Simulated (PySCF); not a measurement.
# Excitation energy of Re by level of theory

Re [Xe] 4f14 5d5 6s2 (6S) → Re [Xe] 4f14 5d5 6s1 6p1 (8P), as a difference of total energies. All numbers are calculated (PySCF 2.14, scalar relativity by spin-free X2C-1e, in ANO-RCC-VTZP (8s7p5d3f2g1h, 104 functions)). Correlated levels: valence: [Xe] 4f14 frozen. The calculations carry no spin-orbit coupling.

```
           method  excitation energy (eV)
              UHF                   1.612
    MP2 (valence)                   2.689
SCS-MP2 (valence)                   3.055
   CCSD (valence)                   2.810
CCSD(T) (valence)                   2.899
```

Q: How much does correlation contribute at CCSD(T) (valence)?

A: 2.899 − (1.612) = 1.287 eV, measured against UHF.

A first-order spin-orbit estimate (lowest level to lowest level, LS coupling) adds -0.420 eV.

The basis was made for the ground configuration and has no added diffuse functions, so the excitation energy can come out too high.
